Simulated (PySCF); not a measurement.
PySCF input for SnCl, SMILES [Sn+][Cl] (connectivity only; charge and spin as stated), charge +1, multiplicity 1, TDA-LC-ωPBE/def2-TZVPD. Geometry optimised at B3LYP-D3(BJ)/def2-TZVP. The spin state was assumed, not searched. The def2 effective core potentials stand for the cores of Sn; spin–orbit coupling is left out.

```python
import numpy as np
from pyscf import gto, scf, dft, tdscf

mol = gto.M(
    atom='''
    Sn    0.00000000    0.00000000   -0.57849087
    Cl    0.00000000    0.00000000    1.70144372
    ''',
    basis='def2-TZVPD',
    ecp={'Sn': 'def2-tzvp'},
    charge=1,
    spin=0,
    symmetry=True,
    symmetry_subgroup='C2v',
    max_memory=1600,
    verbose=4,
)
mf = dft.RKS(mol, xc='lc_wpbe').density_fit(auxbasis='def2-universal-jkfit')
mf.grids.level = 3
mf.conv_tol = 1e-9
mf.max_cycle = 100
mf.kernel()
mf.grids = dft.Grids(mol).set(level=1).build(with_non0tab=True)  # coarser grid for the response kernel
td = tdscf.TDA(mf)
td.singlet = True
td.nstates = 10
td.conv_tol = 1e-4
td.kernel(x0=td.get_init_guess(mf, 15))
td.analyze()
tt = tdscf.TDA(mf)
tt.singlet = False
tt.nstates = 4
tt.conv_tol = 1e-4
tt.kernel(x0=tt.get_init_guess(mf, 9))
tt.analyze(verbose=3)
```

Output:

```
PySCF version 2.14.0

[INPUT] verbose = 4
[INPUT] num. atoms = 2
[INPUT] num. electrons = 38
[INPUT] charge = 1
[INPUT] spin (= nelec alpha-beta = 2S) = 0
[INPUT] symmetry True subgroup C2v
[INPUT] Mole.unit = angstrom
[INPUT] Symbol           X                Y                Z      unit          X                Y                Z       unit  Magmom
[INPUT]  1 Sn     0.000000000000   0.000000000000  -0.578490870000 AA    0.000000000000   0.000000000000  -1.093189309861 Bohr   0.0
[INPUT]  2 Cl     0.000000000000   0.000000000000   1.701443720000 AA    0.000000000000   0.000000000000   3.215262647161 Bohr   0.0

nuclear repulsion = 86.8061205580814
point group symmetry = Coov, use subgroup C2v
symmetry origin: [ 0.00000000e+00  0.00000000e+00 -7.33326554e-09]
symmetry axis x: [1. 0. 0.]
symmetry axis y: [0. 1. 0.]
symmetry axis z: [0. 0. 1.]
num. orbitals of irrep A1 = 44
num. orbitals of irrep A2 = 10
num. orbitals of irrep B1 = 24
num. orbitals of irrep B2 = 24
number of shells = 34
number of NR pGTOs = 169
number of NR cGTOs = 102
basis = def2-TZVPD
ecp = {'Sn': 'def2-tzvp'}


[settings echo left out]
init E= -637.542873918638
HOMO (B1) = -0.763003222559704  LUMO (B2) = -0.568486124945815  gap/eV = 5.29308
cycle= 1 E= -673.558313369684  delta_E=  -36  |g|= 2.02  |ddm|= 30.5
HOMO (A1) = -0.537400685916836  LUMO (B1) = -0.165026216003533  gap/eV = 10.13283
cycle= 2 E= -673.829677073344  delta_E= -0.271  |g|= 1.67  |ddm|= 5.15
HOMO (A1) = -0.626715803678962  LUMO (B1) = -0.247263130626901  gap/eV = 10.32543
cycle= 3 E= -674.17760099649  delta_E= -0.348  |g|= 0.0764  |ddm|= 1.69
HOMO (A1) = -0.647654757820135  LUMO (B2) = -0.254694428608786  gap/eV = 10.69300
cycle= 4 E= -674.178619094401  delta_E= -0.00102  |g|= 0.0368  |ddm|= 0.111
HOMO (A1) = -0.645451216927512  LUMO (B2) = -0.25571318182449  gap/eV = 10.60531
cycle= 5 E= -674.178887639639  delta_E= -0.000269  |g|= 0.0071  |ddm|= 0.0424
HOMO (A1) = -0.6461234239611  LUMO (B2) = -0.25528203065359  gap/eV = 10.63534
cycle= 6 E= -674.17894484045  delta_E= -5.72e-05  |g|= 0.00341  |ddm|= 0.0245
HOMO (A1) = -0.645715735915132  LUMO (B1) = -0.255355841145933  gap/eV = 10.62223
cycle= 7 E= -674.178952038857  delta_E= -7.2e-06  |g|= 0.000801  |ddm|= 0.00914
HOMO (A1) = -0.645664342339202  LUMO (B1) = -0.25535129315988  gap/eV = 10.62096
cycle= 8 E= -674.178952835899  delta_E= -7.97e-07  |g|= 0.000269  |ddm|= 0.00304
HOMO (A1) = -0.645652035874278  LUMO (B2) = -0.255336100916669  gap/eV = 10.62104
cycle= 9 E= -674.178952861407  delta_E= -2.55e-08  |g|= 5.94e-05  |ddm|= 0.000345
HOMO (A1) = -0.645644476292091  LUMO (B2) = -0.255336191771002  gap/eV = 10.62083
cycle= 10 E= -674.178952864183  delta_E= -2.78e-09  |g|= 8.47e-06  |ddm|= 0.000168
HOMO (A1) = -0.645643933227589  LUMO (B2) = -0.255336406948922  gap/eV = 10.62081
cycle= 11 E= -674.178952864219  delta_E= -3.57e-11  |g|= 1.96e-06  |ddm|= 3.14e-05
HOMO (A1) = -0.645644180934752  LUMO (B1) = -0.255336724736305  gap/eV = 10.62081
Extra cycle  E= -674.17895286422  delta_E= -5.68e-13  |g|= 6.76e-07  |ddm|= 3.46e-06
converged SCF energy = -674.17895286422
tot grids = 14344


******** <class 'pyscf.tdscf.rks.TDA'> for <class 'pyscf.df.df_jk.DFSymAdaptedRKS'> ********
nstates = 10 singlet
deg_eia_thresh = 1.000e-03
wfnsym = None
conv_tol = 0.0001
eigh lindep = 1e-12
eigh level_shift = 0
eigh max_cycle = 100


Excitation energies (eV)
[ 4.9884034   4.9884034   5.29081233  5.37625943  5.37626015  6.35555035
  8.03089991  8.03089991  9.55222743 10.25559476]

** Singlet excitation energies and oscillator strengths **
Excited State   1:   B1      4.98840 eV    248.54 nm  f=0.0611
      19 -> 20       -0.70009
Excited State   2:   B2      4.98840 eV    248.54 nm  f=0.0611
      19 -> 21       -0.70009
Excited State   3:   A2      5.29081 eV    234.34 nm  f=0.0000
      17 -> 21        0.49463
      18 -> 20       -0.49463
Excited State   4:   A1      5.37626 eV    230.61 nm  f=0.0000
      17 -> 20        0.49509
      18 -> 21       -0.49509
Excited State   5:   A2      5.37626 eV    230.61 nm  f=0.0000
      17 -> 21       -0.49509
      18 -> 20       -0.49509
Excited State   6:   A1      6.35555 eV    195.08 nm  f=0.0314
      17 -> 20        0.44376
      18 -> 21        0.44376
      19 -> 22        0.29863
Excited State   7:   B1      8.03090 eV    154.38 nm  f=0.0156
      17 -> 22        0.68334
      17 -> 31       -0.15042
Excited State   8:   B2      8.03090 eV    154.38 nm  f=0.0156
      18 -> 22        0.68334
      18 -> 31       -0.15042
Excited State   9:   A1      9.55223 eV    129.80 nm  f=1.9259
      17 -> 20       -0.19189
      18 -> 21       -0.19189
      19 -> 22        0.61706
Excited State  10:   B1     10.25559 eV    120.89 nm  f=0.2461
      16 -> 20        0.66462
      17 -> 23       -0.14891

** Transition electric dipole moments (AU) **
state          X           Y           Z        Dip. S.      Osc.
  1        -0.7070      0.0000      0.0000      0.4999      0.0611
  2         0.0000     -0.7070     -0.0000      0.4999      0.0611
  3         0.0000      0.0000     -0.0000      0.0000      0.0000
  4         0.0000      0.0000     -0.0000      0.0000      0.0000
  5         0.0000     -0.0000     -0.0000      0.0000      0.0000
  6         0.0000     -0.0000     -0.4487      0.2014      0.0314
  7         0.2817     -0.0000     -0.0000      0.0794      0.0156
  8        -0.0000      0.2817     -0.0000      0.0794      0.0156
  9         0.0000      0.0000      2.8687      8.2295      1.9259
 10         0.9897     -0.0000     -0.0000      0.9794      0.2461

WARN: ECP detected. Skipping calculation of transition velocity and magnetic dipole moments, which have not yet been implemented.



******** <class 'pyscf.tdscf.rks.TDA'> for <class 'pyscf.df.df_jk.DFSymAdaptedRKS'> ********
nstates = 4 triplet
deg_eia_thresh = 1.000e-03
wfnsym = None
conv_tol = 0.0001
eigh lindep = 1e-12
eigh level_shift = 0
eigh max_cycle = 100


Excitation energies (eV)
[3.74350856 3.74350856 4.83430703 5.03151804]

** Triplet excitation energies and oscillator strengths **
Excited State   1:   B1      3.74351 eV    331.20 nm  f=0.0000
Excited State   2:   B2      3.74351 eV    331.20 nm  f=0.0000
Excited State   3:   A1      4.83431 eV    256.47 nm  f=0.0000
Excited State   4:   A2      5.03152 eV    246.42 nm  f=0.0000
```

The run converged.
